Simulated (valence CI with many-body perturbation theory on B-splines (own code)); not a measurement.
# Hg⁷²⁺: magnetic and hyperfine properties of the levels

Calculated by configuration interaction combined with many-body perturbation theory (CI+MBPT): six valence electrons over a frozen Dirac-Fock core [He], radial functions for each j: 9 s, 9 p, 8 d, 6 f, 3 g, 1 h, with the one-electron correlation potential Σ1, the two-electron term Σ2, the three-electron term Σ3, Breit, model QED; selected CI, second order for the rest, scaled by the run's own slope (own B-spline code, finite nucleus).

No measured spectrum was set against this ion. As an estimate, large intervals hold to a few tenths of a per cent, small ones and those within an open d or f shell to about a per cent. Among the levels kept, up to 1900 cm⁻¹ of a level comes from second order outside the variational space, and about a tenth of that is noise between levels of different J, which matters for small intervals.

A/g_I is the dipole constant over the nuclear g factor μ/I (μ in nuclear magnetons, uniformly magnetised nucleus), B/Q the quadrupole constant per barn. Both hold the static response of the core; the bare values leave it out. Large factors of s and p1/2 electrons are usually good to 5 to 10 %; those of open d and f shells near neutrality can be off by tens of per cent, and small factors of p3/2, d and f electrons come from cancelling terms and can be off by a factor of two or in sign, in half-filled shells by more. B is blank for J = 1/2, where it vanishes, and for nearly pure S terms. Energies count from the lowest level. Levels with J = 0 are left out.

Levels are named by their leading jj configuration (3d3/2^4 stands for four electrons in 3d with j = 3/2), which in mixed levels can hold well under half, so a name can repeat and another be missing. Letters in brackets count levels of one name in rising energy.

| Level | E (× 10³ cm⁻¹) | g | A/g_I (MHz) | A/g_I bare | B/Q (MHz/b) | B/Q bare |
| --- | --- | --- | --- | --- | --- | --- |
| (2s^2 2p1/2^2 2p3/2^2) J=2 | 0.00 | 1.297 | 1050000 | 1080000 | 85700 | 85800 |
| (2s^2 2p1/2 2p3/2^3) J=1 | 16235 | 1.464 | -1390000 | -1360000 | -1060000 | -1060000 |
| (2s^2 2p1/2 2p3/2^3) J=2 | 16385 | 1.115 | 3520000 | 3530000 | -2210000 | -2220000 |
| (2s 2p1/2^2 2p3/2^3) J=2 | 19951 | 1.456 | 8950000 | 8890000 | -2120000 | -2120000 |
| (2s 2p1/2^2 2p3/2^3) J=1 | 20711 | 1.144 | -6860000 | -6740000 | -921000 | -923000 |
| (2s 2p1/2 2p3/2^4) J=1 | 36623 | 1.261 | 2.18e+07 | 2.16e+07 | -133000 | -133000 |
| (2s^2 2p1/2^2 2p3/2 3s) J=2 | 81616 | 1.473 | 3120000 | 3120000 | 2100000 | 2100000 |
| (2s^2 2p1/2^2 2p3/2 3s) J=1 | 81697 | 1.130 | -1010000 | -962000 | 1060000 | 1060000 |
| (2s^2 2p1/2^2 2p3/2 3p1/2) J=1 | 82734 | 1.460 | 521000 | 552000 | 1040000 | 1050000 |
| (2s^2 2p1/2^2 2p3/2 3p1/2) J=2 | 82743 | 1.141 | 1590000 | 1610000 | 2080000 | 2080000 |
| (2s^2 2p1/2^2 2p3/2 3p3/2) J=3 | 87388 | 1.310 | 683000 | 699000 | 2730000 | 2740000 |
| (2s^2 2p1/2^2 2p3/2 3p3/2) J=1 | 87394 | 1.319 | 680000 | 695000 | -1090000 | -1090000 |
| (2s^2 2p1/2^2 2p3/2 3p3/2) J=2 | 87654 | 1.305 | 686000 | 701000 | 38400 | 38500 |
| (2s^2 2p1/2^2 2p3/2 3d3/2) J=2 | 88462 | 1.026 | 616000 | 628000 | -1950 | -1930 |
| (2s^2 2p1/2^2 2p3/2 3d3/2) J=3 | 88532 | 1.056 | 615000 | 626000 | 2180000 | 2180000 |
| (2s^2 2p1/2^2 2p3/2 3d3/2) J=1 | 88568 | 1.060 | 613000 | 624000 | -882000 | -883000 |
| (2s^2 2p1/2^2 2p3/2 3d5/2) J=4 | 89614 | 1.229 | 435000 | 444000 | 2200000 | 2210000 |
| (2s^2 2p1/2^2 2p3/2 3d5/2) J=2 | 89719 | 1.211 | 145000 | 147000 | -1460000 | -1460000 |
| (2s^2 2p1/2^2 2p3/2 3d5/2) J=3 | 89855 | 1.203 | 358000 | 364000 | -406000 | -407000 |
| (2s^2 2p1/2^2 2p3/2 3d5/2) J=1 | 89974 | 1.080 | -684000 | -701000 | 242000 | 242000 |
| (2s^2 2p1/2 2p3/2^2 3s) J=2 [a] | 97720 | 1.571 | 1480000 | 1490000 | 118000 | 119000 |
| (2s^2 2p1/2 2p3/2^2 3s) J=1 [a] | 97829 | 1.291 | -3470000 | -3410000 | 32000 | 32100 |
| (2s^2 2p1/2 2p3/2^2 3s) J=3 | 97917 | 1.292 | 4100000 | 4100000 | -4610 | -4630 |
| (2s^2 2p1/2 2p3/2^2 3s) J=2 [b] | 97998 | 1.012 | 2190000 | 2210000 | -30800 | -30800 |
| (2s^2 2p1/2 2p3/2^2 3s) J=1 [b] | 98443 | 1.292 | 1.02e+07 | 1.01e+07 | -15500 | -15500 |
| (2s^2 2p1/2 2p3/2^2 3p1/2) J=1 [a] | 98807 | 1.628 | -1940000 | -1890000 | 46600 | 46700 |
| (2s^2 2p1/2 2p3/2^2 3p1/2) J=2 [a] | 98871 | 1.187 | 1530000 | 1550000 | 12400 | 12400 |
| (2s^2 2p1/2 2p3/2^2 3p1/2) J=3 | 99003 | 1.071 | 3080000 | 3090000 | -20500 | -20600 |
| (2s^2 2p1/2 2p3/2^2 3p1/2) J=2 [b] | 99382 | 1.289 | 1630000 | 1650000 | 68400 | 68500 |
| (2s^2 2p1/2 2p3/2^2 3p1/2) J=1 [b] | 99483 | 0.625 | 7100000 | 7070000 | -3660 | -3670 |
| (2s 2p1/2^2 2p3/2^2 3s) J=3 | 100910 | 1.522 | 7690000 | 7640000 | 227000 | 227000 |
| (2s 2p1/2^2 2p3/2^2 3s) J=2 [a] | 101190 | 1.358 | 7690000 | 7650000 | 113000 | 113000 |

Question: Take the isotope of mass number 201, with I = 3/2, μ = -0.558 μN and Q = 0.387 b. What is the hyperfine structure of (2s^2 2p1/2^2 2p3/2 3s) J=1?

Answer: From the table A = 375000 MHz, B = 411000 MHz. Shifts from the centre of gravity in MHz: F = 1/2: -424000, F = 3/2: -786000, F = 5/2: 665000.
